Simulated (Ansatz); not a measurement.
Consider the formal exchange of groups at a B–Si bond: `FB([SiH3])[SeH]` + CH₄ → `CB(F)[SeH]` + SiH₄.

Program: Ansatz. Geometries: PBE0-D4/def2-TZVP. ΔE: electronic, gas phase. CBS: MP2 limit from def2 TZ/QZ plus the TZ coupled-cluster correction, frozen cores. This one scheme is used for every species. DFT in def2-TZVPP. B3LYP here is the variant with VWN-RPA as its local correlation; programs differ in this. For Se outer-core shells are correlated without core-valence functions, which leaves a few kJ/mol of doubt a bond. Scalar relativity is left out up to krypton. Each species was taken in one conformer, which may not be the lowest.

```csv
level,ΔE (kcal/mol),difference from CCSD(T)/CBS
PBE0-D4,-4.8,1.0
ωB97M-V,-7.0,-1.2
B2PLYP,-6.2,-0.4
r2SCAN,-5.4,0.4
B3LYP,-5.7,0.1
CCSD(T)/def2-TZVPP,-6.2,-0.4
HF/def2-QZVPP,-9.0,-3.2
SCS-MP2/def2-QZVPP,-6.9,-1.1
MP2/CBS(def2),-6.7,-0.9
CCSD/CBS(def2),-6.4,-0.6
CCSD(T)/CBS,-5.8,0
```

Largest T1 diagnostic among the species: 0.013.

In def2-TZVPP, CCSD(T) changes the Hartree–Fock value by +2.7 kcal/mol (the triples alone add +0.6 kcal/mol) and MP2 by +1.9 kcal/mol. From PBE to PBE0 (25 % exact exchange), in def2-TZVPP and without D4, ΔE moves by −1.4 kcal/mol.
